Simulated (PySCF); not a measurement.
**Dipole moment and polarisability of 1,1,1-trifluoro-2,2,2-trichloroethane**

Species: 1,1,1-trifluoro-2,2,2-trichloroethane, C2Cl3F3.
Structure used (PBE0-D3(BJ)/def2-SVP), in Å, numbered top down from 1:
```xyz
8
C2Cl3F3 angstrom
F     -1.4495    0.8790    0.5145
C     -0.5779    0.4328   -0.3742
F     -1.2153   -0.3234   -1.2533
F     -0.0457    1.4659   -1.0057
C      0.5360   -0.3914    0.3348
Cl     1.3528    0.6569    1.4976
Cl    -0.2180   -1.7573    1.1591
Cl     1.6744   -0.9593   -0.8884
```

Level: CAM-B3LYP/def2-SVPD (PySCF), static field, nuclei fixed, core orbitals frozen in the response. The polarisability tensor in these axes (au):

```
x   66.12  3.64 -3.11
y    3.64 68.33  2.32
z   -3.11  2.32 69.04
```

Q: Diagonalise the tensor; give its mean and Δα, where Δα² is half the sum of the squared differences of the eigenvalues.

A: Principal values 61.44, 71.02 and 71.04 au; mean 67.83 au = 10.05 Å³ = 11.18 × 10⁻⁴⁰ C²·m²/J; Δα = 9.59 au (14 % of the mean).

Q: What is the dipole moment, and where does it point?

A: (0.46, -0.34, 0.29) D, 0.65 D in size, pointing from the negative to the positive side. Measured along this direction, the outermost atoms are F4, F1 and F3 at the negative end and Cl7, Cl8 and Cl6 at the positive end.

Q: Estimate the molar refractivity from the static electronic polarisability.

A: Lorentz–Lorenz: R = (4π/3)N_A α = 2.5225 cm³/(mol·Å³) × 10.05 Å³ = 25.4 cm³/mol, in the limit of long wavelengths.

Q: What would n − 1 = 2πNα be for an ideal gas of these molecules at 273.15 K and 1 atm, electronic part alone?

A: N = p/kT = 2.6868 × 10¹⁹ cm⁻³, so n − 1 = 2π × N × 10.05 × 10⁻²⁴ cm³ = 1697 × 10⁻⁶ at long wavelengths.

Q: Find the Langevin capture rate constant for H3+ (3.023 u) meeting this molecule (185.902 u), k = 2.342 × 10⁻⁹ cm³/s × √(α in Å³ / reduced mass in u).

A: The reduced mass is 2.98 u, so k = 4.30 × 10⁻⁹ cm³/s. The formula leaves out the permanent dipole, which adds to the capture rate.

Q: In a dilute gas of rigid molecules at 350 K, how does the orientational term μ²/3kT compare with the electronic polarisability?

A: In Gaussian units μ²/3kT = 2.88 Å³ against 10.05 Å³, a ratio of 0.29; the Debye molar polarisation (4π/3)N_A(α + μ²/3kT) is 32.6 cm³/mol, leaving out the vibrational part.

Q: Rayleigh depolarisation ratio (linearly polarised light, static tensor)?

A: ρ = 3Δα²/(45ᾱ² + 4Δα²) = 276.0/(207055 + 368.0) = 0.00133.

Geometry: PBE0-D3(BJ)/def2-SVP; no solvent, vibrations or thermal averaging.

The run behind these numbers computed excited states and ΔSCF ions as well. On Arm Neoverse V1, one thread (shared host), this took 3.4 min.
